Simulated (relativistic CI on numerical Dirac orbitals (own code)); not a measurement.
# Energy levels of Sb¹⁸⁺

Computed by Dirac-Coulomb-Breit CI, orbitals from a KLI potential per configuration, model QED (radiative potential, 1s self-energy scaled to tabulated hydrogen-like ionisation energies), unscaled Slater integrals (own radial code, finite nucleus).

Configurations in the expansion (outside the closed core [Ar] 3d10): 4s²4p³, 4s4p⁴, 4p⁵, 4s²4p²4d, 4s4p³4d, 4s²4p²4f, 4s4p³4f, 4p⁴4d, 4s4p²4d², 4s²4p4d4f, 4s²4p²5s, 4p⁴4f, 4s²4p4d², 4s²4d³, 4s4p4d³, 4s²4d²4f, 4s4p4d²4f, 4s²4d²5s, 4p³4d², 4p²4d³, 4p²4d²4f, 4p²4d²5s. Double excitations out of closed p, d and f shells are left out; levels of such configurations are missing from the list, as are those of other unlisted configurations, and high levels can miss mixing partners.

The lowest level is 4s²4p³ ⁴S°3/2, with 49 % of that term; Hund's rules for 4s²4p³ give ⁴S° with J = 3/2, in agreement.

| No. | Configuration | Term | J | E (eV) | % | jj configuration (%) |
| --- | --- | --- | --- | --- | --- | --- |
| 1 | 4s²4p³ | ⁴S° | 3/2 | 0.000 | 49 | 4p3/2 (90) |
| 2 | 4s²4p³ | ²D° | 3/2 | 9.136 | 54 | 4p1/2 4p3/2^2 (91) |
| 3 | 4s²4p³ | ²D° | 5/2 | 11.887 | 98 | 4p1/2 4p3/2^2 (98) |
| 4 | 4s²4p³ | ²P° | 1/2 | 15.878 | 98 | 4p1/2 4p3/2^2 (98) |
| 5 | 4s²4p³ | ²P° | 3/2 | 24.824 | 60 | 4p3/2^3 (95) |
| 6 | 4s4p⁴(3P) | ⁴P | 5/2 | 52.196 | 82 | 4s 4p3/2^2 (86) |
| 7 | 4s4p⁴(3P) | ⁴P | 3/2 | 58.308 | 67 | 4s 4p3/2^2 (48) |
| 8 | 4s4p⁴(3P) | ⁴P | 1/2 | 59.083 | 68 | 4s 4p3/2^2 (65) |
| 9 | 4s4p⁴(1D) | ²D | 3/2 | 65.549 | 51 | 4s 4p1/2 4p3/2^3 (61) |
| 10 | 4s4p⁴(1D) | ²D | 5/2 | 68.505 | 73 | 4s 4p1/2 4p3/2^3 (80) |
| 11 | 4s4p⁴(3P) | ²P | 1/2 | 73.976 | 34 | 4s 4p1/2 4p3/2^3 (48) |
| 12 | 4p²(3P)4d | ²P | 3/2 | 74.327 | 22 | 4p1/2^2 4d3/2 (48) |
| 13 | 4p²(3P)4d | ⁴F | 3/2 | 76.226 | 45 | 4p1/2^2 4d3/2 (31) |
| 14 | 4p²(3P)4d | ⁴F | 5/2 | 78.460 | 45 | 4p1/2^2 4d5/2 (69) |
| 15 | 4p²(1D)4d | ²F | 5/2 | 82.938 | 60 | 4p1/2 4p3/2 4d3/2 (88) |
| 16 | 4p²(3P)4d | ⁴D | 1/2 | 83.255 | 61 | 4p1/2 4p3/2 4d3/2 (70) |
| 17 | 4p²(3P)4d | ⁴F | 7/2 | 84.437 | 77 | 4p1/2 4p3/2 4d5/2 (58) |
| 18 | 4p²(3P)4d | ⁴D | 3/2 | 85.136 | 59 | 4p1/2 4p3/2 4d3/2 (67) |
| 19 | 4p²(1D)4d | ²F | 7/2 | 85.225 | 46 | 4p1/2 4p3/2 4d5/2 (57) |
| 20 | 4s4p⁴(3P) | ²P | 1/2 | 86.730 | 33 | 4s 4p3/2^4 (41) |
| 21 | 4p²(3P)4d | ⁴F | 9/2 | 87.499 | 64 | 4p1/2 4p3/2 4d5/2 (88) |
| 22 | 4p²(3P)4d | ⁴D | 5/2 | 88.629 | 41 | 4p1/2 4p3/2 4d5/2 (71) |
| 23 | 4p²(3P)4d | ²P | 3/2 | 90.842 | 47 | 4p1/2 4p3/2 4d5/2 (59) |
| 24 | 4p²(1D)4d | ²G | 7/2 | 92.983 | 60 | 4p1/2 4p3/2 4d5/2 (43) |
| 25 | 4p²(3P)4d | ⁴P | 5/2 | 94.280 | 58 | 4p1/2 4p3/2 4d5/2 (43) |
| 26 | 4p²(3P)4d | ⁴P | 3/2 | 95.044 | 43 | 4p1/2 4p3/2 4d3/2 (49) |
| 27 | 4p²(3P)4d | ⁴P | 1/2 | 95.287 | 44 | 4p1/2 4p3/2 4d3/2 (76) |
| 28 | 4p²(3P)4d | ²D | 3/2 | 97.383 | 70 | 4p1/2 4p3/2 4d5/2 (48) |
| 29 | 4p²(1D)4d | ²F | 7/2 | 97.429 | 49 | 4p3/2^2 4d5/2 (92) |
| 30 | 4p²(1D)4d | ²G | 9/2 | 98.988 | 64 | 4p3/2^2 4d5/2 (88) |
| 31 | 4p²(3P)4d | ²D | 5/2 | 99.968 | 67 | 4p1/2 4p3/2 4d5/2 (42) |
| 32 | 4p²(3P)4d | ²P | 1/2 | 100.133 | 50 | 4p3/2^2 4d3/2 (30) |
| 33 | 4p²(1D)4d | ²P | 1/2 | 102.629 | 73 | 4p1/2 4p3/2 4d5/2 (54) |
| 34 | 4p²(1D)4d | ²D | 3/2 | 103.876 | 54 | 4p3/2^2 4d3/2 (72) |
| 35 | 4p²(1D)4d | ²D | 5/2 | 104.874 | 36 | 4p3/2^2 4d3/2 (48) |
| 36 | 4p²(1S)4d | ²D | 5/2 | 106.649 | 85 | 4p3/2^2 4d5/2 (87) |
| 37 | 4p²(3P)4d | ²F | 7/2 | 108.519 | 89 | 4p3/2^2 4d3/2 (62) |
| 38 | 4p²(1D)4d | ²P | 3/2 | 109.566 | 60 | 4p3/2^2 4d5/2 (45) |
| 39 | 4p²(1D)4d | ²S | 1/2 | 109.742 | 47 | 4p3/2^2 4d5/2 (40) |
| 40 | 4p²(3P)4d | ²D | 3/2 | 113.736 | 82 | 4p3/2^2 4d5/2 (43) |
| 41 | 4p²(3P)4d | ²D | 5/2 | 115.261 | 56 | 4p3/2^2 4d5/2 (74) |
| 42 | 4p⁵ | ²P° | 3/2 | 118.363 | 70 | 4p3/2^3 (70) |
| 43 | 4s4p³(4S°)<5S°>4d | ⁶D° | 1/2 | 122.524 | 84 | 4s 4p3/2 4d3/2 (56) |
| 44 | 4s4p³(4S°)<5S°>4d | ⁶D° | 3/2 | 122.792 | 83 | 4s 4p3/2 4d3/2 (51) |
| 45 | 4s4p³(4S°)<5S°>4d | ⁶D° | 5/2 | 122.822 | 76 | 4s 4p3/2 4d3/2 (53) |
| 46 | 4s4p³(4S°)<5S°>4d | ⁶D° | 7/2 | 123.138 | 74 | 4s 4p3/2 4d3/2 (35) |
| 47 | 4s4p³(4S°)<5S°>4d | ⁶D° | 9/2 | 124.359 | 81 | 4s 4p3/2 4d5/2 (60) |
| 48 | 4p⁵ | ²P° | 1/2 | 128.824 | 65 | 4p1/2 4p3/2^4 (65) |
| 49 | 4s4p³(2D°)<3D°>4d | ⁴F° | 3/2 | 128.878 | 52 | 4s 4p3/2 4d3/2 (42) |
| 50 | 4s4p³(2D°)<3D°>4d | ⁴D° | 5/2 | 129.538 | 43 | 4s 4p3/2 4d5/2 (50) |
| 51 | 4s4p³(4S°)<5S°>4d | ⁴D° | 7/2 | 132.848 | 51 | 4s 4p1/2 4p3/2^2 4d5/2 (58) |
| 52 | 4s4p³(2D°)<3D°>4d | ⁴D° | 3/2 | 133.785 | 58 | 4s 4p1/2 4p3/2^2 4d3/2 (65) |
| 53 | 4s4p³(2D°)<3D°>4d | ⁴G° | 5/2 | 133.905 | 32 | 4s 4p1/2 4p3/2^2 4d3/2 (56) |
| 54 | 4s4p³(2D°)<3D°>4d | ⁴D° | 1/2 | 133.927 | 86 | 4s 4p1/2 4p3/2^2 4d3/2 (39) |
| 55 | 4s4p³(2D°)<3D°>4d | ⁴F° | 5/2 | 135.098 | 37 | 4s 4p3/2 4d3/2 (37) |
| 56 | 4s4p³(2D°)<3D°>4d | ⁴F° | 7/2 | 135.449 | 37 | 4s 4p1/2 4p3/2^2 4d3/2 (59) |
| 57 | 4s4p³(2D°)<3D°>4d | ⁴F° | 7/2 | 136.461 | 52 | 4s 4p3/2 4d5/2 (39) |
| 58 | 4s4p³(2D°)<3D°>4d | ²S° | 1/2 | 136.755 | 42 | 4s 4p3/2 4d3/2 (49) |
| 59 | 4s4p³(2D°)<3D°>4d | ⁴G° | 9/2 | 137.437 | 53 | 4s 4p1/2 4p3/2^2 4d5/2 (51) |
| 60 | 4s4p³(2P°)<3P°>4d | ⁴D° | 1/2 | 138.721 | 72 | 4s 4p3/2 4d3/2 (31) |
| 61 | 4s4p³(2D°)<3D°>4d | ⁴F° | 9/2 | 139.020 | 78 | 4s 4p1/2 4p3/2^2 4d5/2 (76) |
| 62 | 4s4p³(2D°)<3D°>4d | ²G° | 7/2 | 140.294 | 55 | 4s 4p3/2 4d5/2 (42) |
| 63 | 4s4p³(2P°)<3P°>4d | ⁴D° | 3/2 | 141.019 | 64 | 4s 4p1/2 4p3/2^2 4d3/2 (28) |
| 64 | 4s4p³(2D°)<3D°>4d | ⁴G° | 11/2 | 141.216 | 95 | 4s 4p1/2 4p3/2^2 4d5/2 (95) |
| 65 | 4s4p³(2P°)<3P°>4d | ²D° | 5/2 | 141.279 | 26 | 4s 4p3/2 4d5/2 (28) |
| 66 | 4s4p³(2P°)<3P°>4d | ⁴P° | 3/2 | 141.744 | 46 | 4s 4p3/2 4d5/2 (43) |
| 67 | 4s4p³(2D°)<3D°>4d | ²G° | 9/2 | 142.420 | 67 | 4s 4p1/2 4p3/2^2 4d3/2 (58) |
| 68 | 4s4p³(2D°)<3D°>4d | ⁴P° | 1/2 | 145.046 | 53 | 4s 4p1/2 4p3/2^2 4d5/2 (61) |
| 69 | 4s4p³(2D°)<3D°>4d | ⁴P° | 5/2 | 145.273 | 47 | 4s 4p1/2 4p3/2^2 4d5/2 (37) |
| 70 | 4s4p³(2P°)<3P°>4d | ⁴F° | 3/2 | 145.422 | 65 | 4s 4p1/2 4p3/2^2 4d3/2 (74) |

Energies count from the lowest computed level; ° marks odd parity. Percentages are summed over parent terms; the parents shown are those of the largest component, closed shells are left out there, and <> holds an intermediate term. Filled j subshells are mostly left out of the jj labels.

The mean weight of the leading LS term, summed over parents, in these 70 levels is 59 %, and that of the leading jj configuration (from the same eigenvectors) 59 %.

At this charge energies of transitions that change n are usually good to better than 1 %, and those within a shell (Δn = 0) to a few per cent.

LS names give the leading component of a level, which can be under half, so a name can repeat, a term be missing and a line seem to break the LS rules.
